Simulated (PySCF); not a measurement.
Level of theory and gas-phase deprotonation enthalpies: `Cc1cnnn1C` (C4H7N3)

Optimised structure (Å), atoms numbered from 1:
```
C    -1.1364   -1.2225   -0.0799
C    -0.6339    0.1709   -0.1693
C    -1.2368    1.3739   -0.4809
N    -0.3081    2.3571   -0.4163
N     0.8267    1.8454   -0.0860
N     0.6540    0.5284    0.0683
C     1.7634   -0.3076    0.4377
H    -1.0041   -1.6415    0.9308
H    -2.2076   -1.2511   -0.3171
H    -0.6172   -1.8906   -0.7860
H    -2.2741    1.5722   -0.7429
H     1.9653   -1.0612   -0.3381
H     2.6372    0.3456    0.5448
H     1.5715   -0.8183    1.3931
```

All levels share the PBE0-D3(BJ)/def2-SVP structures and the GFN2-xTB thermal terms; only the single-point energies (PySCF) change. Values are gas-phase deprotonation enthalpies (298 K, kJ/mol).

```csv
level,C1,C7,C3
M06-2X/ma-def2-SVP,1555,1596,1651
TPSSh/aug-pcseg-1,1573,1605,1657
```

The widest spread is that of C1: 18 kJ/mol, from 1555 to 1573.

Note: structures of the anions come from def2-SVP, which lacks diffuse functions; ma-def2-SVP is a small basis, whose errors can reach tens of kJ/mol.
